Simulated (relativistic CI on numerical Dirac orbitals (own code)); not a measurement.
**Radial parameters of Gd XLI**

Calculated at this level of theory: Dirac-Coulomb-Breit CI, orbitals from a KLI potential per configuration, model QED (radiative potential, 1s self-energy scaled to tabulated hydrogen-like ionisation energies), unscaled Slater integrals (own radial code, finite nucleus).

Slater integrals F^k, G^k are unscaled and averaged over j, outside the closed core [Ne]; ζ comes from projecting the Hamiltonian with its Breit term on Σ l·s of the shell.

- 3s²3p⁶3d⁶: F^2(3d,3d) = 494330, F^4(3d,3d) = 318920, ζ(3d) = 111780 cm⁻¹; <r>(3d) = 0.2061, <r^2>(3d) = 0.04935 (bohr units).
- 3s²3p⁵3d⁷: ζ(3p) = 847180, F^2(3d,3d) = 493450, F^4(3d,3d) = 318330, F^2(3p,3d) = 430490, G^1(3p,3d) = 462910, G^3(3p,3d) = 307730, ζ(3d) = 110710 cm⁻¹; <r>(3p) = 0.2301, <r^2>(3p) = 0.06127, <r>(3d) = 0.2065, <r^2>(3d) = 0.04951 (bohr units).
- 3s²3p⁴3d⁸: F^2(3p,3p) = 427960, ζ(3p) = 846540, F^2(3d,3d) = 492560, F^4(3d,3d) = 317720, F^2(3p,3d) = 430070, G^1(3p,3d) = 462900, G^3(3p,3d) = 307590, ζ(3d) = 109640 cm⁻¹; <r>(3p) = 0.2303, <r^2>(3p) = 0.06139, <r>(3d) = 0.2068, <r^2>(3d) = 0.04967 (bohr units).

Task: Give the Racah parameters of the d shell in 3s²3p⁶3d⁶.

Result: B = F²/49 − 5F⁴/441 = 6472 cm⁻¹ and C = 35F⁴/441 = 25311 cm⁻¹.

Averages of the first 10 configurations, taken without configuration mixing, which lowers the lowest level and can move excited configurations by several eV; other configurations of the list can lie among them:

```tsv
Configuration	Parity	States	Average energy above the lowest level (eV)
3s²3p⁶3d⁶	even	210	65.8
3s²3p⁵3d⁷	odd	720	421.5
3s²3p⁴3d⁸	even	675	784.1
3s3p⁶3d⁷	even	240	711.2
3p⁶3d⁸	even	45	1365.9
3s3p⁵3d⁸	odd	540	1065.6
3s²3p⁶3d⁵4s	even	504	1285.0
3s²3p⁶3d⁵4p	odd	1512	1393.3
3s²3p⁴3d⁷4s	even	3600	1987.0
3s²3p⁶3d⁵4d	even	2520	1527.7
```
